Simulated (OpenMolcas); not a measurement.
**What dynamic correlation does to the levels of neutral tantalum**

```json
{
  "Program": "OpenMolcas 26.06",
  "Basis": "ANO-RCC-VDZ [7s6p4d2f]",
  "Scalar Hamiltonian": "DKH2, point nucleus",
  "Active space": "5 electrons in 6 orbitals (5d 6s)",
  "State averaging": "2S+1 = 6 even, 6 roots (5 in the spin-orbit step); 2S+1 = 4 even, 60 roots (10 in the spin-orbit step); 2S+1 = 2 even, 105 roots (35 in the spin-orbit step)",
  "Spin-orbit coupling": "state interaction with AMFI integrals over the reference wave functions, term energies averaged over their components"
}
```

Methods on the same reference wave functions:
A. CASSCF
B. SS-CASPT2, IPEA 0.25 Eh, imaginary shift 0.1 Eh (closed shells correlated: 5s 5p)

Energies in eV above 5d3 6s2 4F 3/2, the measured ground level; measured values from NIST Handbook of Basic Atomic Spectroscopic Data.

```
                Level       A       B  Measured
       5d3 6s2 4F 3/2  0.0000  0.0000    0.0000
       5d3 6s2 4F 5/2  0.1992  0.2010    0.2492
        5d4 6s 6D 1/2  0.3166   1.263          
 5d4 6s 6D 3/2 [72 %]  0.3964   1.278          
       5d3 6s2 4F 7/2  0.4150   0.424    0.4915
        5d4 6s 6D 5/2  0.5356   1.410          
       5d3 6s2 4F 9/2  0.6025   0.628    0.6969
        5d4 6s 6D 7/2  0.6955   1.514          
       5d3 6s2 4P 1/2  0.7335   0.691    0.7500
5d3 6s2 4P 3/2 [71 %]  0.7585   0.733    0.7524
        5d4 6s 6D 9/2  0.8808   1.691          
       5d3 6s2 4P 5/2  1.0405   1.098    1.1473
       5d3 6s2 2G 7/2  1.3046   1.354          
5d3 6s2 2G 9/2 [58 %]  1.4486   1.506          
       5d3 6s2 2D 5/2  1.6620   1.678          
       5d3 6s2 2P 1/2  1.6751   1.494
```

Deviations, from unrounded energies. A percentage is the sum of absolute deviations over the sum of measured energies, with the sign that they share, or ± where signs differ.

```tsv
Against measurement	Levels	A	B
mean absolute deviation (cm-1)	6	470	420
fine structure of the ground term (%)	3	-15.4	-12.8
other terms of the ground configuration (%)	3	±4.9	-4.9
```

B lies closest to measurement on these levels. The largest miss of B in the table is 5d3 6s2 4F 9/2, by -560 cm-1. The ranking rests on the paired levels alone, and a cruder setting can come out closer through cancelling errors.

From A to B the spin-free energies of the other terms of 5d3 6s2 shown, above 4F, scale by factors of 0.84 to 1.25.

The lowest spin-free term lies below A's lowest term by 0.230 hartree in B.

CASPT2 breaks the degeneracy within a term, and the mean is taken; among the terms shown or strongly mixed into the levels shown the widest spread is 240 cm-1 (5d3 6s2 4F, B). Some high roots are left out of the spin-orbit mixing, which shifts the levels that they would mix with. Configurations are named by rounded mean occupations; where the s occupation lies near a half they are strongly mixed, a name can repeat and a true partner stay unpaired. A single d shell beside an s shell can misplace configurations of different d count against each other. Without dynamic correlation excited terms often stand tens of per cent too high (terms of higher spin than the ground term too low), and those without a measured partner can miss by more than the paired ones (holds for A). Computed and measured levels are paired by configuration, term and J; levels that our copy of the source lacks, or whose pairing is in doubt (as where it misses far off the trend of its configuration), stay unpaired and out of the deviations. Only configurations of the active space appear. The table leaves out levels that lie high or whose names do not pair safely across all columns.

A share in square brackets marks a mixed level and gives the weight of the term that names it, the lowest over the columns.
